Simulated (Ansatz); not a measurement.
ClK, singlet, geometry from GFN2-xTB (such geometries of metal compounds can be far from the true shape); B97M-V/6-31G* in Ansatz (a first-principles code).

Ansatz was given this input:
Ansatz 0.2 input:
```yaml
crystal:
  periodic: [false, false, false]
  atoms:
    - {symbol: K, position_ang: [-0.00000000, -0.00000000, -1.21784993]}
    - {symbol: Cl, position_ang: [0.00000000, 0.00000000, 1.36112639]}
basis:
  gaussian:
    orbitals: 6-31G*
hamiltonian:
  xc: {name: B97M-V}
accuracy: high
```

The log (banner, timings and long lists left out):

```
Functional definition: B97M-V
958 factors; integrals over basis functions are off by at most 3.2e-9 eV
mean field evaluation 1: about -28839.1210 eV, gradient 2.3e1 eV
mean field evaluation 2: about -28831.9398 eV, gradient 5.1e1 eV
mean field evaluation 4: about -28840.8872 eV, gradient 1.1e0 eV
mean field evaluation 8: about -28840.8918 eV, gradient 1.0e-2 eV
mean field evaluation 16: about -28840.8918 eV, gradient 1.3e-7 eV
mean field -28840.89175818 eV, -1059.8832230547 hartree, gradient 1.2e-8 eV, S^2 0.000000; 0 other end points of the search recorded, 0 dependent functions left out
reference -28840.89176651 eV, -1059.8832233608 hartree; 18, 18 occupied and 36, 36 virtual orbitals, 958 factors
Total energy: -28840.89176651 eV, -1059.8832233608 hartree
```
